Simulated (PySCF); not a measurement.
Species: C6H4ClN (triplet state).
Bonds: N1–C2, C2–C3 (aromatic), C3–C4 (aromatic), C4–C5 (aromatic), C5–Cl6, C5–C7 (aromatic), C7–C8 (aromatic), C2–C8 (aromatic). Hydrogens: H9 on C3; H10 on C4; H11 on C7; H12 on C8.

Identity: `c1c(ccc(Cl)c1)[N]` [triplet].

The calculation used PySCF, UKS B3LYP, pcH-1 on C Cl H N, non-relativistic, mean-field spin-orbit, GIAO. Isolated species at its GFN2-xTB geometry, gas phase. A GFN2-xTB geometry isn't a minimum of the functional, and hyperfine couplings can be far from their values at a DFT geometry. Stability of the SCF solution: not tested.

(1) Give the principal g shifts and their parts.

(2) At 34.082 GHz, how far is the centre of the isotropic spectrum from where a free electron (g = 2.002319) resonates, zero-field splitting left aside?

(3) Average each term over the three axes. Which is largest in size?

Answers

(1) 
| Δg (ppm) | 1 | 2 | 3 |
| --- | --- | --- | --- |
| relativistic mass correction | -209 | -209 | -209 |
| gauge correction | 48 | 2 | 13 |
| orbital Zeeman/spin–orbit | 1175 | 1262 | 1795 |
| total | 1013 | 1054 | 1598 |

So g = 2.00333, 2.00337, 2.00392 and g_iso = 2.00354; the tensor is close to axial: the two nearest values differ by 7 % of g3 − g1. Axes: g1 points within 4° of the N1–C2 bond and g2 is normal to the molecular plane. With S = 1 there is also a zero-field splitting, D = +0.73 cm⁻¹, to set against the quantum of 0.317 cm⁻¹ at 9.5 GHz.

(2) B = hν/(g μB) with μB/h = 13.99624 MHz/mT gives 1216.13 mT for the free electron and 1215.39 mT at g_iso, 0.74 mT lower.

(3) The orbital-Zeeman/spin–orbit term 1410, the mass correction -209 and the gauge correction 21 ppm, for a total of 1222 ppm. The orbital-Zeeman/spin–orbit term is the largest in size. The mass correction is the same along every axis, so the anisotropy comes from the other two: their spans along these axes are 46 (gauge) and 620 ppm (orbital Zeeman/spin–orbit).

The Mulliken spin populations are largest on N1 (+1.46), C8 (+0.37), C3 (+0.37) and C5 (+0.34). Four atoms exceed +0.15.

The HOMO–LUMO gaps are 4.93 eV among the α and 4.55 eV among the β orbitals.
